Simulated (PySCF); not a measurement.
Compound: CH7B2FN2.
Numbering: `[BH2:1][NH:2][B:3]([F:4])[NH:5][CH3:6]` (hydrogens: H7, H8 on B1; H9 on N2; H10 on N5; H11, H12, H13 on C6)

Structure used (PBE0-D3(BJ)/def2-SVP), in Å, numbered top down from 1:
```
atom  x, y, z in Å
B1    -2.397   -0.142   -0.039
N2    -1.443    0.879   -0.110
B3     0.004    0.778   -0.076
F4     0.690    1.929   -0.190
N5     0.695   -0.427    0.066
C6     2.125   -0.582    0.102
H7    -2.034   -1.293    0.080
H8    -3.576    0.123   -0.096
H9    -1.785    1.829   -0.216
H10    0.154   -1.279    0.147
H11    2.601    0.405    0.019
H12    2.470   -1.040    1.045
H13    2.499   -1.204   -0.730
```

The closed-shell ground state was solved at several levels (PySCF, density fitting, gas phase, non-relativistic).

| level | basis functions | total energy (Eh) | HOMO (eV) | LUMO (eV) | gap (eV) | dipole (D) |
| --- | --- | --- | --- | --- | --- | --- |
| PBE/pcSseg-1 | 137 | -301.1370 | -6.00 | -1.35 | 4.65 | 1.18 |
| PBE0/def2-SVP | 119 | -300.9702 | -7.23 | -0.25 | 6.98 | 1.04 |
| PBE0/pcSseg-0 | 68 | -300.5258 | -7.32 | -0.20 | 7.12 | 1.24 |
| PBE0/IGLO-III | 280 | -301.3191 | -7.36 | -0.54 | 6.82 | 1.04 |
| PBE0/STO-3G | 37 | -297.2472 | -4.77 | 3.25 | 8.02 | 1.45 |
| LDA/pcSseg-1 | 137 | -299.0314 | -6.15 | -1.61 | 4.54 | 1.23 |
| LC-wPBE/pcSseg-1 | 137 | -301.3240 | -10.12 | 1.91 | 12.03 | 1.10 |
| B97-2/pcSseg-1 | 137 | -301.4055 | -7.08 | -0.37 | 6.71 | 1.11 |
| PBE0/pcSseg-2 | 314 | -301.3128 | -7.38 | -0.52 | 6.86 | 1.04 |

Problem. What might BP86/pcSseg-1 (137 basis functions) give for the same quantities?

Solution. Total energy -301.5008 Eh, HOMO -6.10 eV, LUMO -1.40 eV, gap 4.70 eV, dipole 1.18 D.

Problem. Over all these levels, which gives the widest orbital gap and which the narrowest?

Solution. LC-wPBE/pcSseg-1 (range-separated hybrid) has the widest, 12.03 eV, and LDA/pcSseg-1 (LDA) the narrowest, 4.54 eV. The two share the basis. From the narrowest to the widest the HOMO moves by -3.97 eV and the LUMO by +3.52 eV.

Problem. How much does the basis alone move the frontier levels among the 5 PBE0 rows?

Solution. The HOMO by 2.61 eV and the LUMO by 3.79 eV. By rising basis size (HOMO, LUMO in eV): STO-3G -4.77, 3.25; pcSseg-0 -7.32, -0.20; def2-SVP -7.23, -0.25; IGLO-III -7.36, -0.54; pcSseg-2 -7.38, -0.52.

Problem. How far do the dipole and the HOMO energy spread over the levels?

Solution. The dipole runs from 1.04 to 1.45 D (mean 1.16 D) and the HOMO from -10.12 to -4.77 eV.

One conformer stands for the species.
